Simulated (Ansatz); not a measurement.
Species: H4GeO, SMILES `[OH][GeH3]` (charge 0, multiplicity 1).

Give a relaxed geometry from PBE-D3(BJ)/def2-TZVP run with Ansatz (a first-principles code).

the end point of this relaxation (outside a Z-matrix the atoms follow the SMILES, hydrogens last).
Cartesian coordinates (Å) in one orientation:
```xyz
6

O      1.302    -0.240     0.433
Ge    -0.443     0.014     0.035
H      1.867     0.004    -0.318
H     -0.848    -0.869    -1.175
H     -1.176    -0.417     1.321
H     -0.702     1.508    -0.296
```
